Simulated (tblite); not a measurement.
C5H8N2Si.
Structure used (GFN2-xTB), in Å, numbered top down from 1:
```xyz
16
C5H8N2Si angstrom
C     -2.879    0.996    0.412
C     -2.262   -0.011   -0.194
C     -0.843   -0.278   -0.133
C     -0.159   -1.345   -0.769
N      1.125   -1.308   -0.516
N      1.331   -0.241    0.278
Si     2.984    0.063    0.786
C      0.165    0.397    0.525
H     -2.345    1.712    1.014
H     -3.942    1.139    0.326
H     -2.829   -0.713   -0.792
H     -0.572   -2.116   -1.389
H      3.768    0.283   -0.425
H      2.889    1.265    1.616
H      3.418   -1.106    1.543
H      0.144    1.272    1.143
```

Computed values, GFN2-xTB/tblite, gas phase, harmonic and unscaled. This tight-binding method is rough: wavenumbers can miss measured ones by several per cent, in bad cases by 10 to 20. Modes of hydrogen on silicon can be 10 to 20 % off. One conformer, not necessarily the lowest.

Harmonic wavenumbers (cm⁻¹): 26.0, 76.3, 108.3, 122.6, 232.2, 250.6, 438.1, 476.1, 553.7, 565.6, 587.8, 632.0, 687.9, 705.1, 749.6, 764.1, 779.3, 788.5, 846.9, 877.5, 975.7, 981.6, 1011.6, 1050.9, 1105.1, 1133.4, 1232.7, 1284.3, 1344.4, 1378.0, 1406.4, 1456.8, 1566.2, 1679.6, 2270.2, 2304.4, 2307.6, 3056.5, 3109.5, 3133.6, 3159.1, 3172.4.

A = 4890, B = 968.8, C = 816.4 MHz; mass 124.046 u (most abundant isotopes); point group Cs, symmetry number 1.

Problem. Zero-point energy?

Solution. Half the sum of the wavenumbers: 25194 cm⁻¹ = 301.39 kJ/mol.

Problem. What is S at 500 K and 1 bar for an ideal gas of classical rigid rotors and harmonic oscillators?

Solution. Translation 179.72, rotation 126.99, vibration 184.34: S = 491.1 J/(mol K).

Problem. And Cp and H(500 K) − H(0)?

Solution. Cp = 214.11 J/(mol K), of which vibrations give 180.86 (their classical limit is 42 R = 349.2); H(500 K) − H(0) = 63.02 kJ/mol without the zero-point energy, 46.39 from vibrations.

Problem. Which modes carry the vibrational entropy at 500 K?

Solution. 26.0 cm⁻¹: 29.87; 76.3 cm⁻¹: 20.94; 108.3 cm⁻¹: 18.04; 122.6 cm⁻¹: 17.02; 232.2 cm⁻¹: 11.82; 250.6 cm⁻¹: 11.21 J/(mol K); the other 36 give 75.44 together.

Problem. How do the functions run with temperature in this model?

Solution. 
| T (K) | S (J/(mol K)) | Cp (J/(mol K)) | H − H(0) (kJ/mol) | G − H(0) (kJ/mol) | ln q(vib) |
| --- | --- | --- | --- | --- | --- |
| 150 | 321.8 | 86.0 | 9.23 | -39.04 | 3.23 |
| 250 | 374.6 | 125.5 | 19.74 | -73.91 | 5.44 |
| 298.15 | 398.4 | 145.4 | 26.27 | -92.53 | 6.50 |
| 400 | 446.7 | 183.6 | 43.08 | -135.59 | 8.77 |
| 600 | 532.3 | 238.6 | 85.70 | -233.70 | 13.23 |
| 900 | 639.4 | 288.3 | 165.43 | -410.04 | 19.56 |

q(vib) and H(0) count from the zero-point level.

Hindered rotation and anharmonicity are outside this model. Other conformers, if any are populated, would add a mixing term that is left out.
